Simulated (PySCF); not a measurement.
Gas-phase reaction: B₃O₃H₃ + B₂O₃ + 2 HO₂ ⇌ 5 HBO₂

Energies from PySCF (xtb for GFN2), thermal terms from the rigid-rotor harmonic-oscillator model, ideal gas at 1 bar. The comparison is the NASA 1993 polynomial table, which mixes measured and estimated data. After a fit of one offset per element over all species, the range-separated, M06-2X, PBE0/def2-QZVP and CCSD(T)/def2-TZVPP enthalpies, where run, lie to one side of the table for B₃O₃H₃ (+31 kJ/mol): a fault of the table's entry, another state or a shared error of the levels is possible; this was not checked at source. † marks an energy on the PBE0/def2-TZVP geometry and frequencies; other levels use their own. MP2 and CCSD(T) freeze the core. 6-31G* has spherical d functions here. Open shells (unrestricted): HO₂ (multiplicity 2); the rest are closed-shell singlets. GFN2 has no spin-polarisation term. B3LYP is the form with VWN-RPA correlation. MP2 isn't extrapolated to the basis-set limit. CCSD(T) isn't extrapolated to the basis-set limit. The table's entry may be an old estimate for B₃O₃H₃, B₂O₃, HO₂, HBO₂ (not checked at source). Warning, point group unlike the PBE0 one: B₂O₃ (GFN2-xTB).

```tsv
level	ΔH°(298 K), kJ
table	-774.8
B3LYP/def2-TZVP†	-730.8
BLYP/def2-TZVP†	…
CCSD(T)/def2-SVP†	…
CCSD(T)/def2-TZVPP†	-751.8
GFN2-xTB	-853.5
HF/6-31G*	…
HF/def2-TZVP†	…
MP2/def2-TZVPP†	-868.3
PBE0/def2-QZVP†	-711.4
PBE0/def2-SVP†	-677.9
ωB97M-V/def2-TZVP†	-727.0
```

Task: Complete the blanks.

Result: 
- BLYP/def2-TZVP†, ΔH°(298 K), kJ: -744.0
- CCSD(T)/def2-SVP†, ΔH°(298 K), kJ: -746.0
- HF/6-31G*, ΔH°(298 K), kJ: -550.1
- HF/def2-TZVP†, ΔH°(298 K), kJ: -619.0
